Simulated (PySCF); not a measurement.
Si(F)(Me)(Et)(OH) (C3H9FOSi), SMILES CC[Si](C)(O)F. Coordinates come from a B3LYP-D3(BJ)/def2-SVP optimisation. The values are those of a single conformer.

Computed equilibrium geometry at B3LYP-D3(BJ)/def2-SVP (PySCF confirms it by a frequency run) as bond lengths and angles (one conformer of several):
Atoms: C1 C2 Si3 C4 O5 F6 H7 H8 H9 H10 H11 H12 H13 H14 H15. Bonds (Å): C1–C2 1.536, C1–H7 1.102, C1–H8 1.101, C1–H9 1.102, C2–Si3 1.872, C2–H10 1.105, C2–H11 1.106, Si3–C4 1.857, Si3–O5 1.662, Si3–F6 1.640, C4–H12 1.102, C4–H13 1.101, C4–H14 1.101, O5–H15 0.964. Bond angles (°): C2–C1–H7 111.5, C2–C1–H8 111.1, C2–C1–H9 111.8, H7–C1–H8 107.3, H7–C1–H9 107.3, H8–C1–H9 107.7, C1–C2–Si3 113.9, C1–C2–H10 110.6, C1–C2–H11 110.0, Si3–C2–H10 108.1, Si3–C2–H11 108.1, H10–C2–H11 105.7, C2–Si3–C4 114.6, C2–Si3–O5 112.2, C2–Si3–F6 105.8, C4–Si3–O5 107.2, C4–Si3–F6 108.4, O5–Si3–F6 108.5, Si3–C4–H12 110.8, Si3–C4–H13 110.5, Si3–C4–H14 111.0, H12–C4–H13 108.0, H12–C4–H14 108.2, H13–C4–H14 108.2, Si3–O5–H15 117.3.
Charge 0, spin multiplicity 1.
